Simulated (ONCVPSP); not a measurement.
**indium (In): excitation energies, all-electron against ONCV**

ONCVPSP 4.0.1 input, shortened (lines: element, Z, core and valence counts, functional; n l f; lmax; l rc ep ncon nbas qcut; lloc lpopt rc5 dvloc0; l nproj debl; icmod fcfact rcfact), LDA (Perdew-Wang 92), scalar-relativistic:

```
  In 49.00    8    3  -001012      upf
    1    0    2.00
    2    0    2.00
    2    1    6.00
    3    0    2.00
    3    1    6.00
    3    2   10.00
    4    0    2.00
    4    1    6.00
    4    2   10.00
    5    0    2.00
    5    1    0.50
    2
    0    2.30    0.00    3    7    2.40
    1    2.10    0.00    3    7    4.10
    2    1.20    0.00    3    8    8.10
    2    5    1.20    0.00
    0    2    1.70
    1    3    3.40
    2    0    0.60
    3    3.50    1.55
```

Energies are relative to the spin-unpolarised reference configuration 4d10 5s2 5p0.5; without spin polarisation the order of configurations can differ from experiment.

| valence configuration | charge | ΔE all-electron (eV) | error AE − PS (meV) |
| --- | --- | --- | --- |
| 4d10 5s2 5p1 | 0 | -2.043 | +0.4 |
| 4d10 5s1 5p0 | +2 | 23.202 | -11 |

**Question.** What are ΔE and the potential's error for 4d10 5s0 5p3?

**Answer.** ΔE = 10.122 eV all-electron; the error (AE − PS) is -36 meV.

**Question.** What are ΔE and the potential's error for 4d10 5s2 5p0?

**Answer.** ΔE = 3.546 eV all-electron; the error (AE − PS) is -1.5 meV.

Levels in the configuration 4d10 5s2 5p0:

```
level  all-electron (eV)  pseudo (eV)
   4d            -26.257      -26.226
   5s            -15.302      -15.299
```

Note: ghosts flagged at negative energy: s at -72.2 eV; GHOST(+) flagged for p at 146.4 eV. A true bound ghost makes a file unfit for plane-wave use.
